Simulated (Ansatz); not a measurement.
C$_{2}$F$_{6}$, triplet, at the geometry of the source list (a higher spin typed on purpose: for a closed-shell molecule this is an excited state). Base run: B3LYP/cc-pVDZ (Ansatz, a program for electronic structure).

Input for Ansatz:
Ansatz 0.2 input:
```yaml
crystal:
  periodic: [false, false, false]
  atoms:
    - {symbol: F, position_ang: [1.39660000, -0.29340000, -1.02660000]}
    - {symbol: C, position_ang: [0.76480000, -0.07020000, 0.11950000]}
    - {symbol: F, position_ang: [1.25550000, 1.03900000, 0.65930000]}
    - {symbol: F, position_ang: [1.01660000, -1.08260000, 0.94070000]}
    - {symbol: C, position_ang: [-0.76480000, 0.07020000, -0.11950000]}
    - {symbol: F, position_ang: [-1.01670000, 1.08270000, -0.94060000]}
    - {symbol: F, position_ang: [-1.25550000, -1.03900000, -0.65940000]}
    - {symbol: F, position_ang: [-1.39660000, 0.29330000, 1.02660000]}
basis:
  gaussian:
    orbitals: cc-pVDZ
hamiltonian:
  xc: b3lyp
magnetization: {spin_polarized: true, initial_magnetization: 2}
```

The base run was repeated with changes; each row names its change, and settings that it needs were set with it.

| change | ΔE vs base (kcal/mol) | outcome |
|---|---|---|
| base | 0.000 | converged |
| forces = on | 0.000 | converged |
| accuracy = high | - | cut at the time limit |
| lower_state_search = light | 0.000 | converged |
| final_grid = 4, 8, 17 | 0.133 | converged |
| fitting.mean_field = def2-universal-JKFIT | -0.037 | converged |
| final_grid = 14, 28, 59 | - | cut at the time limit |
| lower_state_search = off | 0.000 | converged |
